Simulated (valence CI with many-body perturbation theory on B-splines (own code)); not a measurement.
E1 transitions of Cs21+

Level of theory: valence CI with perturbative core correlation (CI+MBPT): six valence electrons over a frozen Dirac-Fock core [Ar] 3d10, a basis of 9 s, 9 p, 8 d, 6 f, 3 g, 1 h functions for each j, with the one-electron correlation potential Σ1, the two-electron term Σ2, the three-electron term Σ3, Breit, model QED; selected CI, second order for the rest, scaled by the run's own slope (own B-spline code, finite nucleus).

No measured levels were compared; by estimate levels hold to about 250 cm⁻¹ or 0.2 % of their energy and the worst to 1 %, as in measured heavy ions of charge 2 to 7; those with d or f electrons hold less well. Among the levels kept, up to 970 cm⁻¹ of a level comes from second order outside the variational space, and about a tenth of that is noise between levels of different J, which matters for small intervals.

Lines 51 to 90 of 90 in falling wavelength, among levels below 124.87 eV, chosen from the strongest by gf and those to the six lowest levels. Wavelengths and rates use the calculated energies, so an error of 1000 cm⁻¹ moves a line at 129.7 Å by 0.13 % and its rate by three times that or more. Electric multipoles are in the length gauge, E1 and E2 with the static RPA response of the core. Weak lines are less certain than strong ones. Lines between different terms over intervals too small for the method are left out, as are lines whose strength nearly cancels. Where a level lies close to another of its J and parity, the split of strength between their lines is uncertain. The highest levels of a list are the least certain.

Levels are named by their leading jj configuration (3d3/2^4 stands for four electrons in 3d with j = 3/2), which in mixed levels can hold well under half, so a name can repeat and another be missing. Letters in brackets count levels of one name in rising energy.

| λ vac (Å) | Upper | Lower | A (s⁻¹) | S (a.u.) |
| --- | --- | --- | --- | --- |
| 129.7 | (4s^2 4p1/2 4p3/2^2 4d3/2) J=2 [c] | (4s^2 4p1/2 4p3/2^3) J=2 | 3.03e+07 | 1.63e-04 |
| 128.3 | (4s^2 4p1/2 4p3/2^2 4d5/2) J=0 | (4s^2 4p1/2 4p3/2^3) J=1 | 5.33e+10 | 5.56e-02 |
| 128.2 | (4s^2 4p1/2 4p3/2^2 4d5/2) J=3 [b] | (4s^2 4p1/2 4p3/2^3) J=2 | 8.03e+09 | 5.84e-02 |
| 127.4 | (4s^2 4p1/2 4p3/2^2 4d5/2) J=3 [c] | (4s^2 4p1/2 4p3/2^3) J=2 | 1.89e+10 | 1.35e-01 |
| 127.3 | (4s^2 4p1/2^2 4p3/2 4d5/2) J=3 | (4s^2 4p1/2^2 4p3/2^2) J=2 | 4.33e+10 | 3.09e-01 |
| 126.9 | (4s^2 4p1/2 4p3/2^2 4d5/2) J=2 [a] | (4s^2 4p1/2 4p3/2^3) J=1 | 7.56e+09 | 3.81e-02 |
| 126.6 | (4s^2 4p1/2 4p3/2^2 4d3/2) J=1 [b] | (4s^2 4p1/2 4p3/2^3) J=2 | 9.34e+08 | 2.81e-03 |
| 126.1 | (4s^2 4p1/2 4p3/2^2 4d3/2) J=1 [a] | (4s^2 4p1/2^2 4p3/2^2) J=0 | 3.05e+10 | 9.06e-02 |
| 126.0 | (4s^2 4p1/2 4p3/2^2 4d5/2) J=2 [b] | (4s^2 4p1/2 4p3/2^3) J=2 | 5.36e+10 | 2.64e-01 |
| 125.8 | (4s^2 4p1/2 4p3/2^2 4d3/2) J=2 [c] | (4s^2 4p1/2 4p3/2^3) J=1 | 3.24e+10 | 1.59e-01 |
| 123.7 | (4s^2 4p1/2^2 4p3/2 4d5/2) J=1 | (4s^2 4p1/2^2 4p3/2^2) J=2 | 2.09e+09 | 5.86e-03 |
| 123.4 | (4s^2 4p1/2 4p3/2^2 4d5/2) J=1 [b] | (4s^2 4p1/2 4p3/2^3) J=2 | 1.83e+11 | 5.10e-01 |
| 123.3 | (4s^2 4p1/2 4p3/2^2 4d3/2) J=3 [b] | (4s^2 4p1/2 4p3/2^3) J=2 | 3.68e+10 | 2.39e-01 |
| 122.9 | (4s^2 4p1/2 4p3/2^2 4d3/2) J=1 [b] | (4s^2 4p1/2 4p3/2^3) J=1 | 4.29e+10 | 1.18e-01 |
| 122.3 | (4s^2 4p1/2 4p3/2^2 4d5/2) J=2 [b] | (4s^2 4p1/2 4p3/2^3) J=1 | 8.66e+09 | 3.91e-02 |
| 122.1 | (4s^2 4p1/2 4p3/2^2 4d3/2) J=2 [a] | (4s^2 4p1/2^2 4p3/2^2) J=2 | 3.86e+09 | 1.74e-02 |
| 120.3 | (4s^2 4p1/2 4p3/2^2 4d3/2) J=3 [a] | (4s^2 4p1/2^2 4p3/2^2) J=2 | 4.11e+09 | 2.47e-02 |
| 119.9 | (4s^2 4p1/2 4p3/2^2 4d3/2) J=1 [a] | (4s^2 4p1/2^2 4p3/2^2) J=2 | 6.54e+09 | 1.67e-02 |
| 119.9 | (4s^2 4p1/2 4p3/2^2 4d5/2) J=1 [b] | (4s^2 4p1/2 4p3/2^3) J=1 | 2.17e+10 | 5.54e-02 |
| 118.7 | (4s^2 4p1/2 4p3/2^2 4d3/2) J=1 [c] | (4s^2 4p1/2 4p3/2^3) J=2 | 6.97e+10 | 1.73e-01 |
| 118.3 | (4s^2 4p1/2 4p3/2^2 4d5/2) J=3 [a] | (4s^2 4p1/2^2 4p3/2^2) J=2 | 3.05e+09 | 1.75e-02 |
| 117.9 | (4s^2 4p1/2 4p3/2^2 4d5/2) J=2 [c] | (4s^2 4p1/2 4p3/2^3) J=2 | 1.29e+11 | 5.20e-01 |
| 116.1 | (4s^2 4p1/2 4p3/2^2 4d5/2) J=1 [a] | (4s^2 4p1/2^2 4p3/2^2) J=0 | 3.86e+07 | 8.93e-05 |
| 115.4 | (4s^2 4p1/2 4p3/2^2 4d3/2) J=1 [c] | (4s^2 4p1/2 4p3/2^3) J=1 | 3.36e+10 | 7.66e-02 |
| 114.7 | (4s^2 4p1/2 4p3/2^2 4d5/2) J=2 [c] | (4s^2 4p1/2 4p3/2^3) J=1 | 2.57e+11 | 9.57e-01 |
| 113.4 | (4s^2 4p1/2 4p3/2^2 4d3/2) J=2 [b] | (4s^2 4p1/2^2 4p3/2^2) J=2 | 1.94e+10 | 6.97e-02 |
| 110.8 | (4s^2 4p1/2 4p3/2^2 4d5/2) J=1 [a] | (4s^2 4p1/2^2 4p3/2^2) J=2 | 1.10e+11 | 2.21e-01 |
| 110.2 | (4s^2 4p1/2 4p3/2^2 4d3/2) J=1 [b] | (4s^2 4p1/2^2 4p3/2^2) J=0 | 6.18e+10 | 1.23e-01 |
| 108.4 | (4s^2 4p1/2 4p3/2^2 4d5/2) J=2 [a] | (4s^2 4p1/2^2 4p3/2^2) J=2 | 2.68e+10 | 8.42e-02 |
| 107.8 | (4s^2 4p1/2 4p3/2^2 4d5/2) J=1 [b] | (4s^2 4p1/2^2 4p3/2^2) J=0 | 9.41e+10 | 1.75e-01 |
| 107.6 | (4s^2 4p1/2 4p3/2^2 4d3/2) J=2 [c] | (4s^2 4p1/2^2 4p3/2^2) J=2 | 2.52e+11 | 7.76e-01 |
| 106.5 | (4s^2 4p1/2 4p3/2^2 4d5/2) J=3 [b] | (4s^2 4p1/2^2 4p3/2^2) J=2 | 2.43e+10 | 1.02e-01 |
| 106.0 | (4s^2 4p1/2 4p3/2^2 4d5/2) J=3 [c] | (4s^2 4p1/2^2 4p3/2^2) J=2 | 2.82e+11 | 1.16e+00 |
| 105.5 | (4s^2 4p1/2 4p3/2^2 4d3/2) J=1 [b] | (4s^2 4p1/2^2 4p3/2^2) J=2 | 2.87e+11 | 4.98e-01 |
| 105.0 | (4s^2 4p1/2 4p3/2^2 4d5/2) J=2 [b] | (4s^2 4p1/2^2 4p3/2^2) J=2 | 1.62e+11 | 4.64e-01 |
| 104.2 | (4s^2 4p1/2 4p3/2^2 4d3/2) J=1 [c] | (4s^2 4p1/2^2 4p3/2^2) J=0 | 3.57e+11 | 5.97e-01 |
| 103.3 | (4s^2 4p1/2 4p3/2^2 4d5/2) J=1 [b] | (4s^2 4p1/2^2 4p3/2^2) J=2 | 5.52e+10 | 9.00e-02 |
| 103.2 | (4s^2 4p1/2 4p3/2^2 4d3/2) J=3 [b] | (4s^2 4p1/2^2 4p3/2^2) J=2 | 2.70e+11 | 1.03e+00 |
| 99.92 | (4s^2 4p1/2 4p3/2^2 4d3/2) J=1 [c] | (4s^2 4p1/2^2 4p3/2^2) J=2 | 9.26e+08 | 1.37e-03 |
| 99.33 | (4s^2 4p1/2 4p3/2^2 4d5/2) J=2 [c] | (4s^2 4p1/2^2 4p3/2^2) J=2 | 5.46e+10 | 1.32e-01 |
